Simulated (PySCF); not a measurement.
ClH₃MoO₄, SMILES [OH][Mo]([OH])([Cl])([OH])=[O], multiplicity 1.

The structure is a stationary point at B3LYP-D3(BJ)/def2-SVP. The multiplicity is an assumed one; no other spin state was optimised. The structure was generated by enumeration; whether it is a known compound was not checked. The def2 effective core potentials stand for the cores of Mo; spin–orbit coupling is left out. One conformer was computed; it need not be the lowest.

Two levels are set side by side: TDA-PBE/def2-SVPD (PySCF) and TDA-B3LYP/def2-SVPD (PySCF). Vertical, same geometry. The lowest singlet is HOMO→LUMO 96 % with PBE and HOMO→LUMO 97 % with the other functional; states are paired by order. Differences are taken from unrounded values.

| quantity | TDA-B3LYP |
|---|---|
| lowest singlet excitation (eV) | 3.34 |
| lowest triplet excitation (TDA) (eV) | 3.07 |

Task: What does TDA-PBE give, and how far is it from TDA-B3LYP? (An estimate is asked for; the answer gives what the named calculation found.)

Result: 
```
quantity                              TDA-PBE  TDA-PBE minus TDA-B3LYP
------------------------------------  -------  -----------------------
lowest singlet excitation (eV)           2.88                    -0.46
lowest triplet excitation (TDA) (eV)     2.67                    -0.40
```

A lower first singlet is the usual sign of a functional without exact exchange. Differences between two approximate levels are no errors against the true value.

Rough cost on one machine, each run with all the roots and properties that it gave: TDA-B3LYP against TDA-PBE about 2 times.
